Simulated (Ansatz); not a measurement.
`[CH3][AlH][O][SiH3]` + HBr → `[SiH3][O][AlH][Br]` + CH₄ at 400 K and 1 bar (ligand exchange at the Al–C bond).

Calculated with Ansatz (gas phase, PBE0-D4/def2-TZVP geometries, no zero-point term in ΔE). CBS: MP2 limit from def2 TZ/QZ plus the TZ coupled-cluster correction, frozen cores. This one scheme is used for every species. For Br outer-core shells are correlated without core-valence functions, which leaves a few kJ/mol of doubt a bond. Scalar relativity is left out up to krypton. Each species was taken in one conformer, which may not be the lowest.

```
              species  CCSD(T)/CBS energy (Eh)  H − E (kJ/mol)  S (J/(mol·K))
`[CH3][AlH][O][SiH3]`               -648.63113           225.0          432.1
                  HBr              -2573.91920            27.6          207.2
 `[SiH3][O][AlH][Br]`              -3182.15432           131.5          411.9
                  CH₄                -40.46206           131.3          197.2
```

H − E and S are ideal-gas, rigid-rotor, harmonic terms from PBE0-D4/def2-TZVP, for one conformer and one mirror image of each species. 1 Eh = 2625.50 kJ/mol, R = 8.31446 J/(mol·K).

**Question.** By hand: ΔE, ΔH, ΔS and ΔG.

**Answer.** ΔE = (-3182.15432) + (-40.46206) − (-648.63113) − (-2573.91920) = -0.06605 Eh = -173.4 kJ/mol. Δ(H − E) = 131.5 + 131.3 − 225.0 − 27.6 = 10.2, so ΔH = -163.2 kJ/mol. ΔS = 411.9 + 197.2 − 432.1 − 207.2 = -30.2 J/(mol·K). ΔG = -163.2 − 400 × (-30.2)/1000 = -151.1 kJ/mol.

**Question.** By hand: the equilibrium constant, and the temperature at which ΔG would vanish if ΔH and ΔS stayed fixed.

**Answer.** log₁₀ K = −ΔG/(RT ln 10) = 19.7. ΔG = 0 at ΔH/ΔS = 5404 K, far beyond where these terms or the molecules hold.

ΔH outweighs TΔS. A doubt of 5 kJ/mol in ΔE shifts log₁₀ K by 0.7 here. Other conformers and mirror images would add mixing entropy, several J/(mol·K) or more a flexible species. Modes under 60 cm⁻¹, often nearly free rotors, make the harmonic entropy too high. These are equilibria of isolated gas molecules and say nothing of rates. Largest T1 diagnostic: 0.011 (customary marks: 0.02 for closed shells, 0.045 for open ones).
